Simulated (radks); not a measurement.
Polarisability of the molybdenum ion Mo3+, [Kr] 4d3, at imaginary frequency. Method: scalar-relativistic Kohn-Sham, LB94 model potential, spin-polarised, spherical densities, finite nucleus; open shells are filled with parallel spins first (spin-orbit coupling, left out, can overturn this in heavy ions); Fermi nuclear charge, rms radius 4.4091 fm; computed with a radial shooting solver on a logarithmic mesh with Libxc functionals. Response by self-consistent Sternheimer equations with the Hartree and adiabatic LDA kernel, the relativistic mass of each level held fixed and spin-orbit coupling left out.

w (hartree),alpha1(iw) (bohr^3)
0.00266,5.792
0.0143,5.790
0.0360,5.779
0.0697,5.745
0.118,5.662
0.186,5.490
0.280,5.179
0.413,4.692
0.605,4.025
0.892,3.205
1.35,2.288
2.12,1.383
3.59,0.6634
6.94,0.2414
17.5,0.05959

Static values: alpha1 = 5.792 bohr^3 (0.8582 angstrom^3; uncoupled 8.266). C6 = 26.14, triple-dipole C9 = 104.9 atomic units. One-pole (London) frequency 4 C6 / (3 alpha1^2) = 1.039 hartree, against 1.498 for minus the highest occupied eigenvalue.
